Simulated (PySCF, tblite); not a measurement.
Isomers of C5H16FNSi2, one GFN2-xTB conformer each. Single-point energies are computed at PBE0/pcSseg-1 (PySCF, gas phase, no added dispersion term), electronic only.

Question: Rank them by PBE0/pcSseg-1 energy, lowest first (kcal/mol).
A. `[CH3:1][C@H:2]([F:3])[CH2:4][CH2:5][NH:6][CH:7]([SiH3:8])[SiH3:9]` with C1–C2–C4–C5 176°, C2–C4–C5–N6 69°, C4–C5–N6–C7 170°, C5–N6–C7–Si8 57°
B. `[CH3:1][N:2]([CH3:3])[SiH2:4][C@@H:5]([F:6])[CH2:7][CH2:8][SiH3:9]` with C1–N2–Si4–C5 165°, N2–Si4–C5–F6 87°, Si4–C5–C7–C8 -54°, C5–C7–C8–Si9 -175°

Answer: B (0.0), A (12.0).

As drawn, the higher has an N–H bond, which the lower lacks. GFN2-xTB itself gives, in the same order: 0.0, 18.0. Both levels put the same isomer lowest.

Q: Which frontier levels, dipoles and rotational constants go with these structures?

A: 
```json
{"SMILES": "CN(C)[SiH2][C@@H](F)CC[SiH3]", "HOMO (eV, PBE0/pcSseg-1)": "-6.39", "LUMO (eV)": "0.68", "dipole (D)": "1.66", "A, B, C (MHz)": "2637, 438.2, 396.6"}
{"SMILES": "C[C@H](F)CCNC([SiH3])[SiH3]", "HOMO (eV, PBE0/pcSseg-1)": "-6.23", "LUMO (eV)": "0.50", "dipole (D)": "1.36", "A, B, C (MHz)": "1913, 493.7, 419.7"}
```

Q: What happens when harmonic zero-point energies from GFN2-xTB frequencies are added?

A: 
```csv
SMILES,ZPE (kcal/mol),electronic (kcal/mol),with ZPE (kcal/mol)
CN(C)[SiH2][C@@H](F)CC[SiH3],123.3,0.0,0.0
C[C@H](F)CCNC([SiH3])[SiH3],122.0,12.0,10.7
```

The zero-point energies span 1.3 kcal/mol. The order is unchanged.
